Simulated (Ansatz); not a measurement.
Compare A (`CC1(F)[SiH2][Se]1`) with its isomer B (`F[SiH]1CC[Se]1`).

Isolated molecules relaxed with PBE0-D4/def2-TZVP in Ansatz; ΔE leaves out vibrations. CCSD(T)/CBS adds triple-zeta CCSD(T) − MP2 to the extrapolated MP2 energy (def2 sets, frozen cores). Functionals use def2-TZVPP. B3LYP here is the variant with VWN-RPA as its local correlation; programs differ in this. For Se outer-core shells are correlated without core-valence functions, which leaves a few kJ/mol of doubt a bond. Scalar relativity is left out up to krypton.

A:

```xyz
10

C    -0.424    1.224   -0.532
C     0.489    0.188    0.041
F     1.548    0.785    0.673
Si   -0.010   -1.497    0.655
Se    1.097   -1.248   -1.264
H     0.103    1.847   -1.258
H    -0.792    1.867    0.273
H    -1.276    0.757   -1.026
H    -1.440   -1.883    0.609
H     0.705   -2.041    1.829
```

B:

```xyz
10

F     1.730    0.930    1.676
Si    0.273    0.414    1.264
C    -0.114    0.595   -0.554
C    -0.248   -0.909   -0.870
Se    0.085   -1.800    0.890
H    -0.635    1.016    2.269
H     0.696    1.063   -1.116
H    -1.030    1.149   -0.768
H     0.489   -1.269   -1.584
H    -1.244   -1.189   -1.207
```

Problem. Which is lower in electronic energy at CCSD(T)/CBS, and by how much? (Best estimate.)

Solution. The calculation gave: B, by 62.7 kcal/mol.

Problem. Give E(B) − E(A) in kcal/mol with PBE0-D4, PBE-D4, CCSD/def2-TZVPP, CCSD(T)/def2-TZVPP, B3LYP-D4, ωB97M-V, B3LYP. (Best estimate.)

Solution. Ansatz gave: PBE0-D4 -59.8, PBE-D4 -56.2, CCSD/def2-TZVPP -63.5, CCSD(T)/def2-TZVPP -62.2, B3LYP-D4 -59.6, ωB97M-V -61.9, B3LYP -59.5. None reverses the order clearly.

Largest T1 diagnostic: 0.012.

In def2-TZVPP, CCSD(T) changes the Hartree–Fock value by +3.3 kcal/mol (the triples alone add +1.3 kcal/mol) and MP2 by +1.3 kcal/mol. From PBE to PBE0 (25 % exact exchange), in def2-TZVPP and without D4, E(B) − E(A) moves by −3.6 kcal/mol.
